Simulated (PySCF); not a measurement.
3,6-dihydro-2H-pyran (C₅H₈O), SMILES C1C=CCOC1. Atoms are numbered in the order given.

```xyz
14

C      0.1423     1.4123    -0.3021
C      1.2481     0.6664    -0.2013
C      1.1861    -0.8179     0.0401
O     -0.1119    -1.3523    -0.0856
C     -1.1013    -0.5626     0.5427
C     -1.2250     0.8030    -0.1332
H      0.2159     2.4857    -0.5040
H      2.2431     1.1151    -0.2886
H      1.6120    -1.0482     1.0435
H      1.8161    -1.3493    -0.6936
H     -2.0419    -1.1299     0.4816
H     -0.8591    -0.4225     1.6171
H     -1.8728     1.4644     0.4682
H     -1.7191     0.6962    -1.1166
```

Geometry: B3LYP-D3(BJ)/def2-SVP. The values are those of a single conformer.

Computed with CAM-B3LYP/def2-TZVP in PySCF.

Isolated molecule, no solvent.

```yaml
total_energy: -270.50164 hartree
highest_occupied_level: -8.41 eV
lowest_empty_level: 1.50 eV
orbital_gap: 9.92 eV
dipole_moment: 1.28 D
quadrupole, principal values (traceless, Buckingham form, about the centre of nuclear charge): -4.65, -1.24, 5.89 D·Å
mean_static_polarisability: 60.6 bohr³ (8.97 Å³)
polarisability_principal_values: 48.3, 59.3, 74.1 bohr³
```
